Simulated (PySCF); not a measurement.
Method used: delta-SCF UKS SCAN, pcX-2 on the ionised atom, pcseg-1 elsewhere, spin-free X2C in PySCF. Geometries: PBE0-D3(BJ)/def2-SVP; isolated species, one conformer each. Values against the vacuum level.

Question: Order these sites by rising C 1s binding energy.
A. Carbon in `O=COC=O`
B. C5 in `[CH3:1][C:2]([CH3:3])=[N+:4]([CH3:5])[CH3:6]`
C. C3 in `[CH3:1][n:2]1[cH:3][cH:4][n:5][n:6]1`
D. C2 in `[CH3:1][C:2]1=[C:3]([CH3:4])[C:5]([CH3:6])=[C:7]([CH3:8])[CH2:9]1`
E. C2 in `[Cl:1][C:2]1([Cl:3])[CH2:4][CH2:5]1`

Answer: D (289.23 eV), C (291.68 eV), E (293.74 eV), A (295.88 eV), B (296.77 eV).

The highest is bonded to N and 3 H in a species of charge +1, the lowest to C (double bond) and 2 C; the range is 7.54 eV.
